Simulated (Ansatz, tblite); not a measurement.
Removing and adding an electron: B₆As₆, a cluster cut from wurtzite BAs (bare). Total charge 0; singlet. Geometry: PBE-D4/def2-SVP. Ansatz, gas phase; energy differences of separate SCF runs; the oxidised species was run as a doublet alone; the reduced species was run as a doublet alone.

Cartesian coordinates in Å:
```
B 0.890 0.823 1.180
As -0.440 0.291 2.598
As -2.075 1.284 -1.231
B -0.967 0.272 0.558
B 0.538 -0.911 1.289
As -2.414 -0.927 -0.172
As 2.075 1.634 -0.235
B 0.170 0.877 -0.722
B 1.636 -0.325 0.054
As 1.184 -2.297 -0.039
As -0.289 0.210 -2.566
B -0.307 -0.930 -0.713
```

The xTB rows come from tblite. Single mean-field runs in def2-TZVP are fitted with def2-universal-jkfit. HOMO above LUMO, or a gap near zero within one spin, warns that the state may not be the lowest or that an electron is smeared out.

| level | −HOMO (eV) | vertical IE (eV) | −LUMO (eV) | vertical EA (eV) | HOMO–LUMO gap (eV) | IE − EA (eV) | remarks |
| --- | --- | --- | --- | --- | --- | --- | --- |
| GFN1-xTB | 8.48 | 11.32 | 6.89 | 4.09 | 1.59 | 7.23 | – |
| GFN2-xTB | 7.21 | 9.47 | 5.54 | 3.29 | 1.67 | 6.18 | – |
| LDA (SPW92)/def2-TZVP | 5.03 | 7.14 | 3.49 | – | 1.53 | – | – |
| PBE-D4/def2-TZVP | 4.82 | 6.92 | 3.25 | 1.30 | 1.56 | 5.62 | HOMO above zero (-1 doublet), gap within one spin near zero (-1 doublet) |
| PBE0-D4/def2-TZVP | 5.61 | 7.03 | 2.61 | 1.33 | 2.99 | 5.70 | – |

Run but left out: LDA (SPW92)/def2-TZVP (charge -1 doublet: an occupied level 0.00 eV above an empty one).   A HOMO above zero means that the electron is unbound at that level or that self-interaction error raises the level; the energy of removing that electron tells which. Raw xTB energy differences between charge states are shifted by several eV; the methods need an empirical correction for them. Sets without diffuse functions give affinities that are too small.
